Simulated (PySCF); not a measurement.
Ligands exchanged one at a time, Sn NH2-OCH3. All species are isolated molecules in the gas phase. One relaxed conformer stands for each flexible species; it need not be the lowest. Strings in code marks are SMILES.

These are B3LYP-D3(BJ)/def2-TZVP // PBE0-D4/def2-SVP (PySCF 2.14.0) values and carry that method's errors. All candidates: neutral, multiplicity 1. B3LYP has the VWN-RPA correlation part, as in Gaussian. Delta-SCF ions had no search for a lower state. 

```json
{
  "LUMO": "-1.26 eV",
  "HOMO": "-7.28 eV",
  "vertical ionisation energy (Delta-SCF)": "9.15 eV"
}
```

Task: Say which member has these values.
A) `C[O][Sn]([O]C)([O]C)[O]C`
B) `C[O][Sn]([NH2])([NH2])[O]C`
C) `C[O][Sn]([NH2])([NH2])[NH2]`
D) `C[O][Sn]([NH2])([O]C)[O]C`

Result: B, `C[O][Sn]([NH2])([NH2])[O]C`. The others give `C[O][Sn]([NH2])([O]C)[O]C`: -1.60 eV, -7.48 eV, 9.30 eV; `C[O][Sn]([NH2])([NH2])[NH2]`: -0.98 eV, -7.08 eV, 9.05 eV; `C[O][Sn]([O]C)([O]C)[O]C`: -1.97 eV, -7.71 eV, 9.47 eV
